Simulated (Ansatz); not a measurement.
# Energy profile

The step: SiNH₂Cl₃ ([NH2][Si]([Cl])([Cl])[Cl]) → SiNHCl₂ ([NH][Si]([Cl])[Cl]) + HCl; bonds formed: Cl2–H4; bonds broken: Si1–Cl2, N3–H4 (atoms numbered as in the saddle structure below).

```xyz
7
angstrom
Si -0.3389 0.3521 0.6114
Cl 1.3953 -1.6965 -0.5766
N -0.6732 0.4250 -0.9476
H 0.4387 -0.8822 -1.1023
Cl 0.8034 1.5624 1.7416
Cl -1.2883 -0.9612 1.7777
H -0.3372 1.2005 -1.5043
```

Electronic energies by CCSD(T) at an estimated basis limit (MP2 extrapolated from triple and quadruple zeta, plus CCSD(T) − MP2 in triple zeta), on PBE0-D4/def2-TZVP structures; SiNH₂Cl₃, closed shell; no counterpoise correction. Ansatz 0.2.0; basis: def2-TZVPP and def2-QZVPP; cores frozen in the correlated methods. Extrapolation: Hartree–Fock as exp(−7.88 √X), correlation as X^−2.97.

Task: Give the profile in kcal/mol, counted from the start structure. (To be estimated.)

Result: The calculation gives:
```json
{"point": "start structure", "kcal/mol": "0.00"}
{"point": "saddle", "kcal/mol": "78.25"}
{"point": "end structure", "kcal/mol": "73.51"}
{"point": "separated: SiNHCl₂ (linked as [NH][Si]([Cl])[Cl]; Si1, N3, Cl5, Cl6, H7; singlet) + HCl (Cl2, H4; singlet)", "kcal/mol": "81.12"}
```

T1 diagnostic: at most 0.015.

For scale, one of the runs: CCSD(T)/def2-TZVPP, 227 basis functions, launched by `ansatz run in.yaml --threads 4 --pin off --events-out ev --progress --plain --max-ram 9574MiB`. Hardware: 4 CPU threads of an Arm Neoverse V2, shared host. Wall time 100 s; peak host memory 3.4 GiB.
